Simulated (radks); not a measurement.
Question: The mean radii <r> (bohr) of the occupied orbitals of an atom or ion are listed with their occupations. Calculated with a radial shooting solver on a logarithmic mesh with Libxc functionals: Dirac Kohn-Sham, LDA (Slater exchange, Perdew-Wang correlation), spin-unpolarised, spherical densities, point nucleus.

| orbital | occ. | <r> |
|---|---|---|
| 1s1/2 | 2 | 0.02844 |
| 2s1/2 | 2 | 0.1223 |
| 2p1/2 | 2 | 0.1033 |
| 2p3/2 | 4 | 0.1088 |
| 3s1/2 | 2 | 0.3308 |
| 3p1/2 | 2 | 0.3212 |
| 3p3/2 | 4 | 0.3325 |
| 3d3/2 | 4 | 0.3035 |
| 3d5/2 | 6 | 0.3071 |
| 4s1/2 | 2 | 0.7898 |
| 4p1/2 | 2 | 0.8304 |
| 4p3/2 | 4 | 0.8596 |
| 4d3/2 | 4 | 1.006 |
| 4d5/2 | 6 | 1.018 |
| 5s1/2 | 1 | 1.940 |

Name the element and its charge. Open shells, if any, fill j = l - 1/2 first.

Answer: Z = 51, antimony, charge +4: Sb4+ in [Kr] 4d10 5s1. The 1s radius gives Z: for a bare nucleus <r> = (2 gamma + 1)/(2Z) with gamma = sqrt(1 - (Z/c)^2), 0.028 bohr for Z = 51, and screening makes it slightly larger (0.02844 here). The occupations add up to 47, and the charge is Z minus that.
